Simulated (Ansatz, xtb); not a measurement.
# CH5AlOS: which of these isomers lies lowest?

2 of its isomers, all singlets with charge 0: A = `C[O][AlH][SH]`; B = `[CH3][Al]([OH])[SH]`.

Shapes, held fixed at every level: PBE0-D4/def2-TZVP. Flexible molecules stand in one conformer, not always the lowest. Programs: Ansatz 0.2.0, xtb 6.7.1.

A:

```xyz
9

C     0.6129    1.2881    0.1633
O     0.2074    0.3899   -0.8228
Al   -0.5032   -1.1281   -0.9206
S    -1.0453   -2.2288    0.8879
H     0.4002    0.9283    1.1786
H     1.6903    1.4680    0.0899
H     0.1001    2.2464    0.0331
H    -0.7738   -1.7485   -2.3360
H    -0.6000   -1.2619    1.7096
```

B:

```xyz
9

C    -0.0681    0.8204   -1.1178
Al    0.2331   -0.4078    0.3496
O     1.6081   -1.3965    0.3464
S    -1.1375   -0.5934    2.0503
H    -1.0092    0.6018   -1.6305
H    -0.1284    1.8538   -0.7644
H     0.7394    0.7590   -1.8507
H     1.8241   -2.0255    1.0321
H    -1.9732    0.3420    1.5678
```

Electronic energies in kJ/mol, without zero-point or thermal terms.

Task: From chemical knowledge, estimate the order of stability.

Result: B < A in rising energy, over a span of 110 kJ/mol, by CCSD(T)/CBS estimate. All levels agree on that. The B − A difference spans -109.8 to -14.6 kJ/mol over the levels. The CBS estimate extrapolates MP2 from def2-TZVPP and def2-QZVPP and adds CCSD(T) − MP2 in the triple-zeta set, cores frozen. GFN1-xTB strays far from the other rows.

```json
{"level": "GFN1-xTB", "kind": "semi-empirical", "B − A": "-14.6"}
{"level": "SPW92/def2-TZVPP", "kind": "LDA", "B − A": "-104.3"}
{"level": "B3LYP-D4/def2-TZVPP", "kind": "global hybrid", "B − A": "-100.2"}
{"level": "BHLYP-D4/def2-TZVPP", "kind": "global hybrid", "B − A": "-99.1"}
{"level": "PBE0-D4/def2-TZVPP", "kind": "global hybrid", "B − A": "-106.3"}
{"level": "r2SCAN0-D4/def2-TZVPP", "kind": "global hybrid", "B − A": "-109.2"}
{"level": "wB97M-V/def2-TZVPP", "kind": "range-separated hybrid", "B − A": "-107.0"}
{"level": "CCSD/def2-TZVPP", "kind": "coupled cluster or CI", "B − A": "-104.6"}
{"level": "CCSD(T)/CBS estimate", "kind": "coupled cluster or CI", "B − A": "-109.8"}
```
